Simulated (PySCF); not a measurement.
## How good is the calculation?

Bonds (- single, = double, # triple, : aromatic): N1#C2 1.146 Å, C2-C3 1.413 Å, C3:C4 1.396 Å, C4:C5 1.383 Å, C5:C6 1.389 Å, C6:N7 1.323 Å, N7:C8 1.316 Å, C8:C3 1.400 Å. C4 carries H9; C5 carries H10; C6 carries H11; C8 carries H12.

[PySCF 2.14.0 with density-fitted response routines: geometry from GFN2-xTB; σ from GIAO-PBE0/pcSseg-1; single conformer; non-relativistic Hamiltonian; no solvent]

Reference values: estimated from measurements, as parent shift plus tabulated substituent increment (solution, not stated per compound (mostly CDCl3 or CCl4); Pretsch, Buehlmann, Badertscher, Structure Determination of Organic Compounds, 4th ed. (2009)).
```json
{"atoms": "C6", "quantity": "δ 13C", "reference": "154.0", "computed": "158.2", "computed, scaled": "151.9"}
{"atoms": "C8", "quantity": "δ 13C", "reference": "153.4", "computed": "160.6", "computed, scaled": "154.3"}
{"atoms": "C4", "quantity": "δ 13C", "reference": "140.1", "computed": "147.2", "computed, scaled": "141.2"}
{"atoms": "C5", "quantity": "δ 13C", "reference": "124.2", "computed": "128.2", "computed, scaled": "122.7"}
{"atoms": "C3", "quantity": "δ 13C", "reference": "109.9", "computed": "114.2", "computed, scaled": "109.1"}
{"atoms": "H12", "quantity": "δ 1H", "reference": "8.91", "computed": "9.24", "computed, scaled": "8.81"}
{"atoms": "H11", "quantity": "δ 1H", "reference": "8.85", "computed": "9.13", "computed, scaled": "8.71"}
{"atoms": "H9", "quantity": "δ 1H", "reference": "8.00", "computed": "8.19", "computed, scaled": "7.81"}
{"atoms": "H10", "quantity": "δ 1H", "reference": "7.50", "computed": "7.55", "computed, scaled": "7.21"}
```

Computed shifts are σ(ref) − σ with the named reference compound (TMS for H and C) calculated as an isolated molecule at the same level. The measured values may be among those fitted. Empirical linear scaling, fitted to shifts measured mostly in CDCl3 for H and C (δ vs TMS): 13C: δ = 179.97 − 0.974σ (rms 2.1 ppm, 958 shifts, 2.3 ppm with the 13 outliers that the fit left out); 1H: δ = 30.01 − 0.943σ (rms 0.17 ppm, 504 shifts, 0.18 ppm with the 4 outliers that the fit left out). Occasional misses reach two or three times the rms, and more in compound classes unlike the fitted ones.

(1) How far are the unscaled 13C shifts from the references?

(2) How far are the unscaled 1H shifts from the references?

Results:

(1) Mean signed difference +5.36 ppm, mean absolute 5.36 ppm over 5 comparisons; the largest is +7.2 ppm at C8 (aromatic CH next to a ring nitrogen).

(2) Mean signed difference +0.21 ppm, mean absolute 0.21 ppm over 4 comparisons; the largest is +0.33 ppm at H12 (hydrogen on an aromatic CH next to a ring nitrogen).
